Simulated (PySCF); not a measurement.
A structure optimised at PBE-D3(BJ)/def2-SVP, used in a PySCF frequency run:

```
Mo
O 1 1.6873
O 1 1.6873 2 106.46
F 1 1.8529 2 110.09 3 -119.30
Br 1 2.4147 2 108.94 3 117.33
```
Charge 0, spin multiplicity 1.

**Question.** Write its SMILES, formula and point group.

**Answer.** [O]=[Mo](=[O])([F])[Br], BrFMoO2, Cs

**Question.** What are its rotational constants (standard atomic weights)?

**Answer.** 3.6932, 1.1813, 1.1287 GHz
